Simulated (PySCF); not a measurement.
Molecule: `[SiH3]OC=C1CC1`, C4H8OSi.

Bonds (- single, = double, # triple, : aromatic): Si1-O2 1.674 Å, O2-C3 1.357 Å, C3=C4 1.323 Å, C4-C5 1.461 Å, C5-C6 1.526 Å, C6-C4 1.459 Å. Si1 carries H7, H8, H9; C3 carries H10; C5 carries H11, H12; C6 carries H13, H14.

Geometry PBE0-D3(BJ)/def2-SVP throughout; GIAO in PySCF 2.14, gas phase, one conformer, non-relativistic; equivalent atoms averaged; functional PBE0.

For orientation, IGLO-III gives these shifts δ (against TMS, H2O at the same level): Si1 -35.3, O2 84.9, C3 140.9, C4 109.1, C6 4.4, C5 3.6, H10 6.83, H7/H8/H9 5.17, H11/H12 1.21 ppm.

A run gave: Si1 0.6, O2 47.7, C3 129.3, C4 101.7, C6 5.7, C5 4.6, H10 6.69, H7/H8/H9 5.15, H11/H12 1.38 ppm (shifts δ (against TMS, H2O at the same level)).

Task: Which basis set was used in that run?
A. pcSseg-1
B. cc-pVDZ
C. def2-SVP
D. 6-31G
E. pcSseg-0

Result: D. Si1 tells them apart best: 6-31G gives 0.6, pcSseg-0 gives -54.0, cc-pVDZ gives -25.7, pcSseg-1 gives -30.3, def2-SVP gives -36.2 ppm.
